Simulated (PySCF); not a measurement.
**Stretching TlB**

Set-up: PySCF, scalar-relativistic core potentials, basis sets Tl def2-SVPD with ECP60, B def2-SVPD. Energies in eV from Tl + B in their ground configurations at the same level. State: ³Π (triplet), unpaired electrons σ ↑, π ↑.

All columns are UHF. A positive dipole means Tl(−)B(+).

```json
{"R (Å)": "2.140", "E (eV)": "-0.329", "μ (D)": "-0.80", "Mulliken charge on Tl (basis-dependent)": "0.23", "HOMO (eV)": "-7.30", "LUMO (eV)": "-0.30", "Mayer bond order": "1.09", "⟨S²⟩": "2.02"}
{"R (Å)": "2.240", "E (eV)": "-0.617", "μ (D)": "-1.29", "Mulliken charge on Tl (basis-dependent)": "0.28", "HOMO (eV)": "-7.30", "LUMO (eV)": "-0.19", "Mayer bond order": "1.02", "⟨S²⟩": "2.02"}
{"R (Å)": "2.340", "E (eV)": "-0.784", "μ (D)": "-1.80", "Mulliken charge on Tl (basis-dependent)": "0.32", "HOMO (eV)": "-7.26", "LUMO (eV)": "-0.09", "Mayer bond order": "0.97", "⟨S²⟩": "2.02"}
{"R (Å)": "2.414", "E (eV)": "-0.850", "μ (D)": "-2.19", "Mulliken charge on Tl (basis-dependent)": "0.35", "HOMO (eV)": "-7.20", "LUMO (eV)": "-0.03", "Mayer bond order": "0.93", "⟨S²⟩": "2.02"}
{"R (Å)": "2.489", "E (eV)": "-0.877", "μ (D)": "-2.56", "Mulliken charge on Tl (basis-dependent)": "0.38", "HOMO (eV)": "-7.13", "LUMO (eV)": "0.01", "Mayer bond order": "0.89", "⟨S²⟩": "2.02"}
{"R (Å)": "2.564", "E (eV)": "-0.875", "μ (D)": "-2.93", "Mulliken charge on Tl (basis-dependent)": "0.40", "HOMO (eV)": "-7.04", "LUMO (eV)": "0.04", "Mayer bond order": "0.86", "⟨S²⟩": "2.02"}
{"R (Å)": "2.663", "E (eV)": "-0.838", "μ (D)": "-3.38", "Mulliken charge on Tl (basis-dependent)": "0.42", "HOMO (eV)": "-6.90", "LUMO (eV)": "0.07", "Mayer bond order": "0.83", "⟨S²⟩": "2.02"}
{"R (Å)": "2.788", "E (eV)": "-0.755", "μ (D)": "-3.86", "Mulliken charge on Tl (basis-dependent)": "0.42", "HOMO (eV)": "-6.69", "LUMO (eV)": "0.08", "Mayer bond order": "0.78", "⟨S²⟩": "2.03"}
{"R (Å)": "2.937", "E (eV)": "-0.628", "μ (D)": "-4.22", "Mulliken charge on Tl (basis-dependent)": "0.41", "HOMO (eV)": "-6.40", "LUMO (eV)": "0.09", "Mayer bond order": "0.73", "⟨S²⟩": "2.04"}
{"R (Å)": "3.136", "E (eV)": "-0.456", "μ (D)": "-4.17", "Mulliken charge on Tl (basis-dependent)": "0.35", "HOMO (eV)": "-6.04", "LUMO (eV)": "0.11", "Mayer bond order": "0.64", "⟨S²⟩": "2.05"}
```

A fit through these points gives, at Re = 2.519 Å, μ = -2.71 D and dμ/dR = -4.92 D/Å; the reduced mass is 10.45 u.

Problem. How strong is the fundamental in the double-harmonic approximation, I = 42.26·(dμ/dR)²/μred km/mol?

Solution. I = 42.26·(-4.92)²/10.45 = 97.9 km/mol at UHF.

These are scalar-relativistic numbers at best; spin–orbit coupling would shift them, the dissociation energy most. Hartree–Fock leaves out correlation, which carries a large part of most bond energies and some tenths to 1 eV of ionisation energies. The state is the lowest determinant that a PBE0 search found; another state may lie lower at other levels.
